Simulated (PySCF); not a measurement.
C2H8AlFSi, SMILES [CH3][Al]([CH3])[SiH2]F.

Geometry: ωB97X-D3(BJ)/def2-SVP. The structure was generated by enumeration; whether it is a known compound was not checked. The values are those of a single conformer.

Vertical ionisation energy (IE) and electron affinity (EA) in eV. Rows of orbital energies are one-electron estimates. Where ΔSCF, EOM or ADC give a negative EA the extra electron is unbound and the value depends on the basis.

```tsv
level	IE	EA
−ε(HOMO), −ε(LUMO), r2SCAN/def2-TZVP (PySCF)	…	…
−ε(HOMO), −ε(LUMO), PBE/def2-TZVP (PySCF)	6.05	2.28
```

Fill in the missing entries. (The exact figures need the calculation; the answer reports its results.)


- −ε(HOMO), −ε(LUMO), r2SCAN/def2-TZVP (PySCF), IE: 6.30
- −ε(HOMO), −ε(LUMO), r2SCAN/def2-TZVP (PySCF), EA: 2.05
